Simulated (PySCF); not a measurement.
C₅H₁₁N₂ (SMILES CC([NH])=NC(C)C), doublet, geometry from GFN2-xTB, with bond 9-1 at 2.0 times its length; PySCF with M062X/STO-3G.

PySCF was given this input:
```python
from pyscf import gto, scf, dft

mol = gto.Mole()
mol.atom = '''
    C     2.418918    0.902792    0.446174
    C     1.310166   -0.033117    0.079044
    N     1.613082   -1.195528   -0.402530
    N     0.087446    0.434022    0.109734
    C    -1.134118   -0.277608    0.115966
    C    -2.118247    0.533190    0.973624
    C    -1.688388   -0.419686   -1.308807
    H     2.503195    0.949251    1.530591
    H     4.288634    0.175614   -0.382317
    H     2.201577    1.900456    0.076041
    H     0.856223   -1.847559   -0.568219
    H    -1.024478   -1.279701    0.570838
    H    -2.228487    1.530755    0.557790
    H    -1.745501    0.618390    1.991065
    H    -3.086249    0.039823    0.988882
    H    -2.653098   -0.920481   -1.282937
    H    -1.807697    0.563449   -1.756318
    H    -1.002942   -0.996474   -1.926096
'''
mol.basis = 'sto-3g'
mol.charge = 0
mol.spin = 1
mol.verbose = 4
mol.build()

mf = dft.UKS(mol)
mf.xc = 'm062x'
mf.level_shift = 1.0
mf.max_cycle = 100
mf.kernel()
```

Problem. What does PySCF print? Leave out banner, timings and long lists.

Solution. 
```
PySCF version 2.14.0

[INPUT] verbose = 4
[INPUT] num. atoms = 18
[INPUT] num. electrons = 55
[INPUT] charge = 0
[INPUT] spin (= nelec alpha-beta = 2S) = 1
[INPUT] symmetry False subgroup None
[INPUT] Mole.unit = angstrom
[INPUT] Symbol           X                Y                Z      unit          X                Y                Z       unit  Magmom
[...]
nuclear repulsion = 303.872257836555
number of shells = 32
number of NR pGTOs = 138
number of NR cGTOs = 46
basis = sto-3g
ecp = {}

******** <class 'pyscf.dft.uks.UKS'> ********
method = UKS
initial guess = minao
damping factor = 0
level_shift factor = 1.0
DIIS = <class 'pyscf.scf.diis.CDIIS'>
diis_start_cycle = 1
diis_space = 8
diis_damp = 0
SCF conv_tol = 1e-09
SCF conv_tol_grad = None
SCF max_cycles = 100
direct_scf = True
direct_scf_tol = 1e-13
number electrons alpha = 28  beta = 27
XC library pyscf.dft.libxc version 7.1.2
    S. Lehtola, C. Steigemann, M. J. T. Oliveira, and M. A. L. Marques,  SoftwareX 7, 1–5 (2018)
XC functionals = m062x
    Y. Zhao and D. G. Truhlar,  Theor. Chem. Acc. 120, 215 (2008)
    Y. Zhao and D. G. Truhlar,  Theor. Chem. Acc. 120, 215 (2008)
radial grids:
    Treutler-Ahlrichs [JCP 102, 346 (1995); DOI:10.1063/1.469408] (M4) radial grids

becke partition: Becke, JCP 88, 2547 (1988); DOI:10.1063/1.454033
pruning grids: <function nwchem_prune>
grids dens level: 3
symmetrized grids: False
atomic radii adjust function: <function treutler_atomic_radii_adjust>
small_rho_cutoff = 0
Set gradient conv threshold to 3.16228e-05
tot grids = 206288
init E= -303.612827530679

cycle= 1 E= -302.203962060273  delta_E= 1.41  |g|= 0.594  |ddm|= 3.73
cycle= 2 E= -302.44784862734  delta_E= -0.244  |g|= 0.17  |ddm|= 0.631
cycle= 3 E= -302.473886093895  delta_E= -0.026  |g|= 0.108  |ddm|= 0.171
cycle= 4 E= -302.48632024426  delta_E= -0.0124  |g|= 0.0739  |ddm|= 0.122
cycle= 5 E= -302.49261854482  delta_E= -0.0063  |g|= 0.0532  |ddm|= 0.0845
cycle= 6 E= -302.496226924755  delta_E= -0.00361  |g|= 0.04  |ddm|= 0.0655
cycle= 7 E= -302.498312766382  delta_E= -0.00209  |g|= 0.0307  |ddm|= 0.0508
cycle= 8 E= -302.499536217043  delta_E= -0.00122  |g|= 0.0237  |ddm|= 0.0391
cycle= 9 E= -302.500322037494  delta_E= -0.000786  |g|= 0.0184  |ddm|= 0.0338
cycle= 10 E= -302.500822125059  delta_E= -0.0005  |g|= 0.0146  |ddm|= 0.0276
cycle= 11 E= -302.501187401564  delta_E= -0.000365  |g|= 0.0122  |ddm|= 0.0258
cycle= 12 E= -302.501464815946  delta_E= -0.000277  |g|= 0.0104  |ddm|= 0.0226
[...]
cycle= 72 E= -302.502590958001  delta_E= -2.44e-08  |g|= 0.000298  |ddm|= 0.00125
cycle= 73 E= -302.50259099078  delta_E= -3.28e-08  |g|= 0.000254  |ddm|= 0.00107
cycle= 74 E= -302.502591026971  delta_E= -3.62e-08  |g|= 0.000215  |ddm|= 0.000864
cycle= 75 E= -302.502591070286  delta_E= -4.33e-08  |g|= 0.000174  |ddm|= 0.000705
cycle= 76 E= -302.502591110483  delta_E= -4.02e-08  |g|= 0.000144  |ddm|= 0.000582
cycle= 77 E= -302.502591148449  delta_E= -3.8e-08  |g|= 0.000123  |ddm|= 0.00046
cycle= 78 E= -302.502591180761  delta_E= -3.23e-08  |g|= 0.000105  |ddm|= 0.000353
cycle= 79 E= -302.502591207272  delta_E= -2.65e-08  |g|= 9.24e-05  |ddm|= 0.000271
cycle= 80 E= -302.50259122788  delta_E= -2.06e-08  |g|= 8.43e-05  |ddm|= 0.000204
cycle= 81 E= -302.50259124484  delta_E= -1.7e-08  |g|= 7.87e-05  |ddm|= 0.000166
cycle= 82 E= -302.502591259956  delta_E= -1.51e-08  |g|= 7.52e-05  |ddm|= 0.000155
cycle= 83 E= -302.502591276009  delta_E= -1.61e-08  |g|= 7.31e-05  |ddm|= 0.000179
cycle= 84 E= -302.502591288979  delta_E= -1.3e-08  |g|= 7.05e-05  |ddm|= 0.000148
cycle= 85 E= -302.502591304325  delta_E= -1.53e-08  |g|= 6.94e-05  |ddm|= 0.000182
cycle= 86 E= -302.502591319113  delta_E= -1.48e-08  |g|= 6.91e-05  |ddm|= 0.000181
cycle= 87 E= -302.502591329535  delta_E= -1.04e-08  |g|= 6.8e-05  |ddm|= 0.000134
cycle= 88 E= -302.502591339282  delta_E= -9.75e-09  |g|= 6.65e-05  |ddm|= 0.000139
cycle= 89 E= -302.502591347754  delta_E= -8.47e-09  |g|= 6.56e-05  |ddm|= 0.00011
cycle= 90 E= -302.502591354317  delta_E= -6.56e-09  |g|= 6.51e-05  |ddm|= 8.56e-05
cycle= 91 E= -302.502591358987  delta_E= -4.67e-09  |g|= 6.47e-05  |ddm|= 6.57e-05
cycle= 92 E= -302.502591362872  delta_E= -3.89e-09  |g|= 6.47e-05  |ddm|= 5.37e-05
cycle= 93 E= -302.502591365905  delta_E= -3.03e-09  |g|= 6.48e-05  |ddm|= 4.39e-05
cycle= 94 E= -302.502591370283  delta_E= -4.38e-09  |g|= 6.54e-05  |ddm|= 5.87e-05
cycle= 95 E= -302.502591371508  delta_E= -1.23e-09  |g|= 6.53e-05  |ddm|= 2.5e-05
cycle= 96 E= -302.50259136951  delta_E= 2e-09  |g|= 6.48e-05  |ddm|= 2.92e-05
cycle= 97 E= -302.50259136725  delta_E= 2.26e-09  |g|= 6.46e-05  |ddm|= 3.14e-05
cycle= 98 E= -302.502591366664  delta_E= 5.86e-10  |g|= 6.49e-05  |ddm|= 1.54e-05
cycle= 99 E= -302.502591365407  delta_E= 1.26e-09  |g|= 6.49e-05  |ddm|= 1.63e-05
cycle= 100 E= -302.502591364662  delta_E= 7.45e-10  |g|= 6.49e-05  |ddm|= 1.07e-05
SCF not converged.
SCF energy = -302.502591364662 after 100 cycles  <S^2> = 0.79038554  2S+1 = 2.0399858
```

The run did not converge; its last values are not results.
